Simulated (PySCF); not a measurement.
MI for M along group 15

PBE0 with triple-zeta basis sets in PySCF, for the lowest determinant that a PBE0 search found; no spin–orbit coupling. De refers to high-spin ground-configuration atoms. A positive dipole means M(−)I(+).

| M | basis | state (unpaired electrons) | Re (Å) | ωe (cm⁻¹) | De (eV) | μ (D) |
| --- | --- | --- | --- | --- | --- | --- |
| P | def2-TZVPP | triplet (π ↑↑) | 2.370 | 381 | 2.59 | 0.09 |
| As | x2c-TZVPPall | triplet (π ↑↑) | 2.488 | 262 | 2.45 | -0.62 |
| Sb | def2-TZVPP | triplet (π ↑↑) | 2.683 | 210 | 2.42 | -1.44 |

The shortest bond is that of PI (2.370 Å), the longest that of SbI (2.683 Å).

The rows differ in basis set, which adds steps of its own.

Down a group the atoms grow and get heavier, so bonds lengthen and wavenumbers fall; this series shows no clear exception.

These are scalar-relativistic numbers at best; spin–orbit coupling would shift them, the dissociation energy most. States were picked by a PBE0 search and need not be the measured ground states.
